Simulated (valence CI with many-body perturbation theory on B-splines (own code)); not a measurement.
## Questions on I XV

Method: valence CI with perturbative core correlation (CI+MBPT): three valence electrons over a frozen Dirac-Fock core [Kr], radial functions for each j: 7 s, 7 p, 8 d, 6 f, 4 g, 1 h, with the one-electron correlation potential Σ1, the two-electron term Σ2, the three-electron term Σ3, Breit, model QED; selected CI, second order for the rest, scaled by the run's own slope (own B-spline code, finite nucleus).

No measured spectrum was set against this ion. As an estimate, terms of the open shell hold to 2 to 4 % of their energy, and close levels can change places. Only levels of the ground parity were solved; by the run's estimate the other parity begins above the list, which can be wrong where configurations are misplaced.

Names give the largest LS component (configuration and term), which can be under half, so a name can repeat, a term be missing and a line seem to break the LS rules; names also repeat where a configuration has a term twice.

Rates and lifetimes use the calculated energies. Strong lines usually hold to 10 to 20 %, long lifetimes can be off by a factor of two.

**Question.** What is the ground level?

**Answer.** 4d³ ⁴F_3/2, composition 86 % 4d³ ⁴F + 12 % 4d³ ²D, g = 0.463.

**Question.** What is the ionisation energy?

**Answer.** 336.34 eV; NIST lists 335 ± 3 eV (theoretical).

**Question.** How well does LS coupling describe the low levels?

**Answer.** Among the lowest 19 levels the leading LS term, summed over configurations, holds 79 % on average. For single configurations the figures are 79 % in LS and 74 % in jj coupling. Terms mix most in the J = 3/2 level at 49301 cm⁻¹, where the leading one holds 48 %.

**Question.** How is the term ⁴F of the ground level split?

**Answer.** J = 3/2 at 0.0, J = 5/2 at 9767, J = 7/2 at 18219, J = 9/2 at 24361 cm⁻¹.
